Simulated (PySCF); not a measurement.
CH3BeI, SMILES [Be]([I])[CH3].

Geometry optimised at PBE0-D3(BJ)/def2-TZVP. The def2 effective core potentials stand for the cores of I; spin–orbit coupling is left out.

Method: PBE0/def2-TZVPD run with PySCF.

Isolated molecule, no solvent.

Computed frontier levels, gap, dipole moment and polarisability:
```yaml
highest_occupied_level: -7.94 eV
lowest_empty_level: -0.37 eV
orbital_gap: 7.57 eV
dipole_moment: 0.197 e·Å
quadrupole, principal values (traceless, Buckingham form, about the centre of nuclear charge): 0.00, 0.00, 0.01 D·Å
mean_static_polarisability: 63.8 bohr³ (9.45 Å³)
polarisability_principal_values: 55.3, 55.3, 80.8 bohr³
```
